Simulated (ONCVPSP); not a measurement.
What one change does to a pseudopotential (bismuth (Bi), ONCV)

- Element: Bi
- Generator: ONCVPSP 4.0.1
- Type: optimised norm-conserving Vanderbilt (ONCV)
- Functional: LDA (Perdew-Zunger)
- Relativity: scalar-relativistic
- Frozen core: [Kr] 4d10 4f14
- Valence charge: 23
- Reference configuration: 5s2 5p6 5d10 6s2 6p3
- Partial waves: 5s+6s: rc 1.60 bohr, ncon 3, nbas 6, qcut 8 1/bohr, 2 projectors; 5p+6p: rc 1.55 bohr, ncon 4, nbas 7, qcut 9.6 1/bohr, 2 projectors; 5d: rc 1.25 bohr, ncon 5, nbas 9, qcut 6.5 1/bohr, local
- Local potential: the d channel
- Core correction: Teter function, fcfact 3.5, rcfact 1

Change: p: qcut 11.1.

Cutoffs: the cutoffs (Ha) at which the residual kinetic energy of the hardest occupied pseudo-wave falls to 1 and 0.1 mHa per electron; they do not see the model core or the augmentation charge, which bear on the density cutoff. Errors are all-electron minus pseudo energies relative to the spin-unpolarised reference configuration.

**Question.** What does the change do?

**Answer.** The potential gets neither clearly harder nor softer (34 Ha and 71 Ha → 35 Ha and 71 Ha); the bound ghost in p disappears; the errors of the 4 common tests hardly move.

| quantity | base | changed |
| --- | --- | --- |
| cutoff, loose | 34 Ha | 35 Ha |
| cutoff, tight | 71 Ha | 71 Ha |
| loose cutoff by channel | s 22 Ha, p 19 Ha, d 34 Ha | s 22 Ha, p 35 Ha, d 34 Ha |
| bound ghosts | p | none |
| GHOST(+) flags under 300 eV | none | none |
| error for 5s2 5p6 5d10 6s2 6p2, meV [ΔE 8.15 eV] | -3.3 | -3.7 |
| error for 5s2 5p6 5d10 6s2 6p1, meV [ΔE 23.72 eV] | -11 | -11 |
| error for 5s2 5p6 5d10 6s2 6p0, meV [ΔE 47.43 eV] | -24 | -23 |
| error for 5s2 5p6 5d10 6s1 6p3, meV [ΔE 19.05 eV] | -9.0 | -9.1 |
| s: phases at 1.62 bohr within 0.05 rad from the reference energy up to (Ha; the scan ends near 5) | to the end of the scan | to the end of the scan |
| p: phases at 1.57 bohr within 0.05 rad from the reference energy up to (Ha; the scan ends near 5) | to the end of the scan | to the end of the scan |
| d: phases at 1.27 bohr within 0.05 rad from the reference energy up to (Ha; the scan ends near 5) | to the end of the scan | to the end of the scan |
| rms error of d²Exc/dni dnj with the model core, mHa | 3.33 | 3.32 |

 A true bound ghost makes a file unfit for plane-wave use even where its test errors are small: the radial tests pick states by their node count and pass the ghost by.
